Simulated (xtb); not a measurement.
xtb input (GFN1-xTB):

```bash
xtb mol.xyz --gfn 1 --sp --chrg -1 --uhf 0
```
mol.xyz:
```
10

F      1.91568516     0.78509232     0.09274139
C      0.63377289     0.25973487     0.03068196
C      0.33767110    -1.10369042     0.08270031
C     -1.07650099    -1.19823564    -0.01167211
C     -1.60338026     0.09995800    -0.11806525
C     -0.52675656     1.02619881    -0.09185424
H      1.04915939    -1.91225134     0.17591562
H     -1.64655773    -2.11904357    -0.00255924
H     -2.65168644     0.35752318    -0.20552566
H     -0.58091881     2.10414721    -0.15324734
```

End of the output:

```
         :::::::::::::::::::::::::::::::::::::::::::::::::::::
         ::                     SUMMARY                     ::
         :::::::::::::::::::::::::::::::::::::::::::::::::::::
         :: total energy             -18.059349432419 Eh    ::
         :: gradient norm              0.019546233244 Eh/a0 ::
         :: HOMO-LUMO gap              5.322486844822 eV    ::
         ::.................................................::
         :: SCC energy               -18.274594801304 Eh    ::
         :: -> electrostatic           0.124066742619 Eh    ::
         :: repulsion energy           0.218575565441 Eh    ::
         :: dispersion energy         -0.003330196556 Eh    ::
         :: halogen bond corr.         0.000000000000 Eh    ::
         :: add. restraining           0.000000000000 Eh    ::
         :: total charge              -1.000000000000 e     ::
         :::::::::::::::::::::::::::::::::::::::::::::::::::::

           -------------------------------------------------
          |                Property Printout                |
           -------------------------------------------------

    * Orbital Energies and Occupations

         #    Occupation            Energy/Eh            Energy/eV
      -------------------------------------------------------------
         1        2.0000           -0.6193366             -16.8530
       ...           ...                  ...                  ...
         4        2.0000           -0.4055230             -11.0348
         5        2.0000           -0.3724041             -10.1336
         6        2.0000           -0.3690686             -10.0429
         7        2.0000           -0.3563906              -9.6979
         8        2.0000           -0.3381313              -9.2010
         9        2.0000           -0.3257902              -8.8652
        10        2.0000           -0.2966558              -8.0724
        11        2.0000           -0.2771407              -7.5414
        12        2.0000           -0.2700448              -7.3483
        13        2.0000           -0.2658594              -7.2344
        14        2.0000           -0.2531886              -6.8896
        15        2.0000           -0.1676043              -4.5607
        16        2.0000           -0.1613920              -4.3917 (HOMO)
        17                          0.0342058               0.9308 (LUMO)
        18                          0.0450856               1.2268
Note: The following floating-point exceptions are signalling: IEEE_DENORMAL
normal termination of xtb
        19                          0.1044110               2.8412
        20                          0.1056464               2.8748
        21                          0.1118914               3.0447
        22                          0.1204580               3.2778
        23                          0.1872131               5.0943
        24                          0.4256180              11.5817
        25                          0.4259194              11.5899
        26                          0.4383545              11.9282
        27                          0.4823206              13.1246
       ...                                ...                  ...
        32                          0.8659259              23.5630
      -------------------------------------------------------------
                  HL-Gap            0.1955978 Eh            5.3225 eV
             Fermi-level           -0.0635931 Eh           -1.7305 eV

  Mulliken/CM5 charges         n(s)   n(p)   n(d)
     1F    -0.35763 -0.37804   1.856  5.502  0.000
     2C     0.16250  0.17291   1.032  2.806  0.000
     3C    -0.18777 -0.23865   1.030  3.158  0.000
     4C    -0.13759 -0.19192   1.027  3.110  0.000
     5C    -0.13759 -0.19192   1.027  3.110  0.000
     6C    -0.18777 -0.23865   1.030  3.158  0.000
     7H    -0.03052  0.02494   1.031  0.000  0.000
     8H    -0.04654  0.00820   1.047  0.000  0.000
     9H    -0.04654  0.00820   1.047  0.000  0.000
    10H    -0.03052  0.02494   1.031  0.000  0.000

Wiberg/Mayer (AO) data.
largest (>0.10) Wiberg bond orders for each atom

 ---------------------------------------------------------------------------
     #   Z sym  total        # sym  WBO       # sym  WBO       # sym  WBO
 ---------------------------------------------------------------------------
     1   9 F    0.947 --     2 C    0.849
     2   6 C    3.799 --     3 C    1.404     6 C    1.404     1 F    0.849
     3   6 C    3.939 --     2 C    1.404     4 C    1.369     7 H    0.980
     4   6 C    3.953 --     5 C    1.448     3 C    1.369     8 H    0.979
     5   6 C    3.953 --     4 C    1.448     6 C    1.369     9 H    0.979
     6   6 C    3.939 --     2 C    1.404     5 C    1.369    10 H    0.980
     7   1 H    1.004 --     3 C    0.980
     8   1 H    1.005 --     4 C    0.979
     9   1 H    1.005 --     5 C    0.979
    10   1 H    1.004 --     6 C    0.980
 ---------------------------------------------------------------------------

Topologies differ in total number of bonds
Writing topology from bond orders to xtbtopo.mol

 dipole moment from electron density (au)
     X       Y       Z
   0.0444   0.0182   0.0022  total (Debye):    0.122

           -------------------------------------------------
          | TOTAL ENERGY              -18.059349432419 Eh   |
          | GRADIENT NORM               0.019546233244 Eh/α |
          | HOMO-LUMO GAP               5.322486844822 eV   |
           -------------------------------------------------

------------------------------------------------------------------------
------------------------------------------------------------------------
 total:
 SCF:
```

It need not be the lowest isomer of its formula. Whether it binds its extra electron was not tested at this geometry.
